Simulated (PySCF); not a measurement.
Isomers of C7H7NO, one GFN2-xTB conformer each. Single-point energies are computed at PBE0/pcSseg-1 (PySCF, gas phase, no added dispersion term), electronic only.

```csv
SMILES,GFN2-xTB relative energy (kcal/mol)
[H]/N=C\C=C/c1ccco1,17.6
C=C1C=CC=C1NC=O,13.5
C=Nc1ccc(O)cc1,0.0
```

Conformers: `[H]/[N:1]=[CH:2]\[CH:3]=[CH:4]/[c:5]1[cH:6][cH:7][cH:8][o:9]1` with N1–C2–C3–C4 180°, C3–C4–C5–C6 180°; `[CH2:1]=[C:2]1[CH:3]=[CH:4][CH:5]=[C:6]1[NH:7][CH:8]=[O:9]` with C5–C6–N7–C8 0°, C6–N7–C8–O9 0°; `[CH2:1]=[N:2][c:3]1[cH:4][cH:5][c:6]([OH:7])[cH:8][cH:9]1` with C1–N2–C3–C4 -42°, C5–C6–O7–H -179°.

What does PBE0/pcSseg-1 give for the same structures?

```tsv
SMILES	PBE0/pcSseg-1 E (Eh)	PBE0/pcSseg-1 (kcal/mol)	GFN2-xTB (kcal/mol)	point group
C=Nc1ccc(O)cc1	-400.39268	0.0	0.0	C1
C=C1C=CC=C1NC=O	-400.37963	8.2	13.5	Cs
[H]/N=C\C=C/c1ccco1	-400.36231	19.1	17.6	Cs
```

Both levels put the same isomer lowest; measured from each level's own lowest isomer, the values differ by up to 5.3 kcal/mol (C=C1C=CC=C1NC=O: 13.5 against 8.2). As drawn, the lowest has an O–H bond, which the highest lacks; the highest has an N–H bond and a C=C bond outside aromatic rings, which the lowest lacks.

Which frontier levels, dipoles and rotational constants go with these structures?

```csv
SMILES,"HOMO (eV, PBE0/pcSseg-1)",LUMO (eV),dipole (D),"A, B, C (MHz)"
C=Nc1ccc(O)cc1,-6.15,-0.97,1.05,"5167, 1033, 872.5"
C=C1C=CC=C1NC=O,-5.93,-2.15,4.13,"3290, 1288, 925.6"
[H]/N=C\C=C/c1ccco1,-6.38,-1.82,3.68,"4748, 959.1, 797.9"
```
